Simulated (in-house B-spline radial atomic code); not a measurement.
Computed with a B-spline radial atomic code. Model: two electrons, singlet ground state, non-relativistic, full CI in B-splines with partial waves to l = 8 (at full coupling up to 3e-4 hartree above the limit, correlation up to 0.6 % small), density held at that of full coupling by Lieb maximisation.

Along the adiabatic connection the electron repulsion is scaled by a coupling λ while a local potential keeps the density fixed. At λ = 0 the system is the Kohn-Sham one and W equals the exchange energy; the exchange-correlation energy is the area under W between 0 and 1. The kinetic energy rises with λ as the electrons avoid each other, with dT/dλ = −λ dW/dλ.

Command:
```bash
python run_ac.py task.json out
```
Settings (lengths in bohr, energies in hartree):
```
potential              ball
strength               1
lmax                   8
wall_radius            1.15
```

Run time, properties included: 2 s on 1 thread of Intel(R) Xeon(R) Processor @ 2.30GHz, on a shared host.

**W = mean repulsion less Hartree energy, and W of three functionals.**

Given: confinement empty hard sphere; hard wall radius 1.15 bohr; external potential zero inside.

Computed: LDA exchange minus exact 203.54 millihartree; SCAN exchange minus exact -15.588 millihartree.

| coupling | W xc (hartree) | W xc minus exchange (millihartree) | kinetic minus Kohn-Sham (millihartree) | LDA (PW92) W minus its exchange (millihartree) | PBE W minus its exchange (millihartree) | SCAN W minus its exchange (millihartree) |
| --- | --- | --- | --- | --- | --- | --- |
| 0 | -1.5253 | 0 | 0 | 0 | 0 | 0 |
| 0.02 | -1.5275 | -2.232 | 0 | -13.1 | -4.09 | -1.96 |
| 0.05 | -1.5308 | -5.551 | 0.1 | -27.24 | -9.96 | -4.85 |
| 0.12 | -1.5385 | -13.166 | 0.8 | -53.1 | -22.71 | -11.42 |
| 0.25 | ? | ? | ? | ? | ? | ? |
| 0.4 | -1.5672 | -41.912 | 8.2 | -124.45 | -65.78 | -36 |
| 0.6 | -1.5862 | -60.877 | 17.7 | -162.27 | -91.66 | -52.22 |
| 0.8 | -1.6039 | -78.646 | 30.1 | -194.37 | -114.83 | -67.51 |
| 1 | -1.6206 | -95.308 | 45.1 | -222.51 | -135.87 | -81.96 |
| 1.4 | -1.6509 | -125.64 | 81.3 | -270.46 | -173.09 | -108.7 |
| 2 | -1.6901 | -164.76 | 147.5 | -328.43 | -219.96 | -144.22 |
| 3 | -1.742 | -216.74 | 276.3 | -402.34 | -282.09 | -193.85 |
| 4.5 | ? | ? | ? | ? | ? | ? |
| 7 | -1.8606 | -335.27 | 835.5 | -573.35 | -433.07 | -321.36 |
| 10 | -1.9069 | -381.57 | 1223.7 | -646.08 | -499.42 | -377.29 |

Task: What belongs in the row 0.25?

Result: W xc (hartree): -1.5521; W xc minus exchange (millihartree): -26.845; kinetic minus Kohn-Sham (millihartree): 3.3; LDA (PW92) W minus its exchange (millihartree): -90.19; PBE W minus its exchange (millihartree): -43.97; SCAN W minus its exchange (millihartree): -23.14.

Task: What belongs in the row 4.5?

Result: W xc (hartree): -1.7988; W xc minus exchange (millihartree): -273.49; kinetic minus Kohn-Sham (millihartree): 486.5; LDA (PW92) W minus its exchange (millihartree): -482.58; PBE W minus its exchange (millihartree): -351.88; SCAN W minus its exchange (millihartree): -252.08.

Task: What is the PBE exchange minus exact?

Result: 63.818 millihartree.

**Energy parts, natural occupations and partial-wave weights.**

Computed: total energy 8.9519 hartree; exchange energy -1.5253 hartree; correlation energy -0.050253 hartree; kinetic part over minus potential part 0.47274; Hartree energy 3.0506 hartree; Kohn-Sham kinetic 7.4768 hartree; Lieb Oxford ratio E_xc over LDA exchange 1.192.

```tsv
natural	occupation of the shell (electrons)
s	1.9904
p	0.0089137
d	0.00037615
s	?
f	4.9795e-05
p	3.9255e-05
```

Task: What belongs in the row s?

Result: occupation of the shell (electrons): 0.00020346.

```
wave      weight
   s     0.99529
   p           ?
   d  0.00019318
   f  2.6511e-05
   g   6.045e-06
```

Task: What belongs in the row p?

Result: weight: 0.0044774.

Task: What is the initial slope twice GL2?

Result: -0.11196 hartree.

Task: What is the kinetic part of the DFT correlation energy?

Result: 0.045056 hartree.

Half-way to full coupling W has made 54 % of its drop, against 50 % for a straight line, and second-order (GL2) theory, half the initial slope, overshoots the correlation energy by about 11 %: a moderate bend, as in light atoms. Over couplings 0 to 1 the errors in E_xc come to about +119 millihartree for LDA, +39 millihartree for PBE, -8.5 millihartree for SCAN, so SCAN is nearest. In LDA and PBE and SCAN the errors of exchange and correlation have opposite signs, so the sum is smaller than the larger of the two.
